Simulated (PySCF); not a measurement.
C₆ coefficients of unlike pairs at PBE0

Calculated with PySCF 2.14 from the dipole response of each species, C₆(A,B) = (3/π) ∫ α_A(iu) α_B(iu) du, in atomic units, from isotropic polarisabilities. For ions this is the dispersion term alone; charge-induced terms of lower order in 1/R come first.

```tsv
species	configuration	basis	relativity	α (bohr³)	C₆ (like pair)
Co⁺	[Ar] 3d8 (3F)	aug-cc-pVTZ-DK (8s7p5d3f2g)	spin-free X2C	8.561	28.86
Al⁺	[Ne] 3s2 (1S)	aug-cc-pVTZ-DK (6s5p3d2f)	spin-free X2C	24.47	124.2
Sn⁺	[Kr] 4d10 5s2 5p1 (2P)	def2-TZVPPD with the def2 core potential (28 electrons) (7s5p4d2f)	core potential	27.27	210.7
P²⁺	[Ne] 3s2 3p1 (2P)	aug-cc-pV(5+d)Z (8s7p6d4f3g2h)	none	9.286	33.61
```

Estimate C₆ for Sn⁺ with Co⁺.

The integral gives 75.85. The combination rule 2 C_A C_B / (C_A α_B/α_A + C_B α_A/α_B) gives 76.93 and the geometric mean 77.98.

No spin-orbit coupling is included.

The other pairs:

| pair | C₆ |
| --- | --- |
| P²⁺, Sn⁺ | 83.45 |
| P²⁺, Al⁺ | 61.49 |
| Sn⁺, Al⁺ | 158.1 |
| Al⁺, Co⁺ | 54.20 |
| P²⁺, Co⁺ | 30.44 |
